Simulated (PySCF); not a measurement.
Several molecules and their computed UV-vis stick spectra, shuffled. Computed with TDDFT CAM-B3LYP/def2-SVPD, vertical, gas phase, core orbitals frozen in the response (PySCF 2.14.0, density-fitted response routines). Geometries: GFN2-xTB; one conformer of each isolated species. Triplets are in the Tamm–Dancoff approximation.

A. `COCCCO`
B. `N#C[C@@]12[C@@H](C(F)(F)F)[C@H]2C1`
C. `CCC1(F)CC1`
D. `C[C@H](C#CC#N)C(F)(F)F`
E. `C(F)[C@@H](C)C=C`

Lowest singlet levels (six at most, fewer where fewer were computed) with oscillator strengths:

1. 160 nm (f 0.012); 149 nm (f 0.013); 147 nm (f 0.006); 147 nm (f 0.012); 141 nm (f 0.023); 137 nm (f 0.059); T1 7.59 eV
2. 239 nm (f 0.000); 228 nm (f 0.000); 226 nm (f 0.001); 158 nm (f 0.000); 154 nm (f 0.066); 152 nm (f 0.008); T1 4.27 eV
3. 178 nm (f 0.008); 172 nm (f 0.030); 155 nm (f 0.002); 153 nm (f 0.023); 152 nm (f 0.012); 149 nm (f 0.009); T1 6.64 eV
4. 187 nm (f 0.008); 177 nm (f 0.111); 167 nm (f 0.012); 160 nm (f 0.003); 150 nm (f 0.008); 145 nm (f 0.206); T1 5.44 eV
5. 166 nm (f 0.129); 164 nm (f 0.368); 156 nm (f 0.005); 155 nm (f 0.006); 149 nm (f 0.009); 142 nm (f 0.024); T1 4.53 eV

**Question.** Match each spectrum to its molecule.

**Answer.** 1 = C, 2 = D, 3 = A, 4 = B, 5 = E.
- A: S1 at 6.95 eV, HOMO-1→LUMO+1 (41%), HOMO→LUMO+1 (39%); Löwdin shares by element: HOMO oxygen 58%, carbon 14% or more (atoms not listed hold the other 28%); LUMO carbon 36% or more, hydrogen 14% or more (atoms not listed hold the other 50%); HOMO -8.92 and LUMO 1.34 eV.
- B: S1 at 6.65 eV, HOMO→LUMO+2 (58%), HOMO→LUMO (14%); Löwdin shares by element: HOMO carbon 54% or more, nitrogen 19% (atoms not listed hold the other 27%); LUMO carbon 53% or more, nitrogen 21% (atoms not listed hold the other 26%); HOMO -9.73 and LUMO 0.59 eV.
- C: S1 at 7.75 eV, HOMO→LUMO (88%); Löwdin shares by element: HOMO carbon 62% or more, fluorine 17% (atoms not listed hold the other 21%); LUMO carbon 38% or more, hydrogen 11% or more (atoms not listed hold the other 52%); HOMO -9.32 and LUMO 1.37 eV.
- D: S1 at 5.19 eV, HOMO→LUMO (79%), HOMO-1→LUMO+1 (18%); Löwdin shares by element: HOMO carbon 68% or more, nitrogen 21%; LUMO carbon 63% or more, nitrogen 22%; HOMO -10.14 and LUMO -0.51 eV.
- E: S1 at 7.46 eV, HOMO→LUMO (51%), HOMO→LUMO+1 (27%), HOMO→LUMO+3 (17%); Löwdin shares by element: HOMO carbon 83% or more (atoms not listed hold the other 17%); LUMO carbon 63% or more, hydrogen 6% or more (atoms not listed hold the other 31%); HOMO -8.98 and LUMO 1.32 eV.
